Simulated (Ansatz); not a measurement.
`C=[C]1[CH2][AlH]1`. Total charge 0; spin multiplicity 1. The structure was optimised at the PBE0-D4/def2-TZVP level.

```xyz
9

C     1.584    0.385   -0.019
C     0.361   -0.084   -0.229
C    -1.001    0.524    0.153
Al   -1.001   -1.374   -0.163
H     1.758    1.389    0.371
H     2.467   -0.211   -0.232
H    -1.467    1.058   -0.684
H    -1.058    1.123    1.062
H    -1.643   -2.810   -0.260
```

(1) What is the dipole moment at ωB97M-V/def2-TZVPP? (Best estimate.)

(2) And with PBE, r2SCAN, B3LYP? (An estimate is asked.)

(3) Give the Mulliken charges with ωB97M-V, B3LYP, PBE in def2-TZVPP. (Best estimate.)

## Answers

(1) Computed: 1.31 D, with components (-0.82, -1.02, 0.06) D in this frame, pointing from negative to positive charge.

(2) The calculation gave: PBE 1.01 D, r2SCAN 1.10 D, B3LYP 1.20 D.

(3) Ansatz gave: 
```json
{"atom": "C1", "ωB97M-V": "-0.24", "B3LYP": "-0.24", "PBE": "-0.22"}
{"atom": "C2", "ωB97M-V": "-0.13", "B3LYP": "-0.12", "PBE": "-0.11"}
{"atom": "C3", "ωB97M-V": "-0.34", "B3LYP": "-0.27", "PBE": "-0.23"}
{"atom": "Al4", "ωB97M-V": "0.37", "B3LYP": "0.36", "PBE": "0.28"}
{"atom": "H5", "ωB97M-V": "0.09", "B3LYP": "0.09", "PBE": "0.08"}
{"atom": "H6", "ωB97M-V": "0.11", "B3LYP": "0.11", "PBE": "0.10"}
{"atom": "H7", "ωB97M-V": "0.10", "B3LYP": "0.08", "PBE": "0.08"}
{"atom": "H8", "ωB97M-V": "0.09", "B3LYP": "0.08", "PBE": "0.07"}
{"atom": "H9", "ωB97M-V": "-0.05", "B3LYP": "-0.07", "PBE": "-0.05"}
```

B3LYP here is the variant with VWN-RPA as its local correlation; programs differ in this.
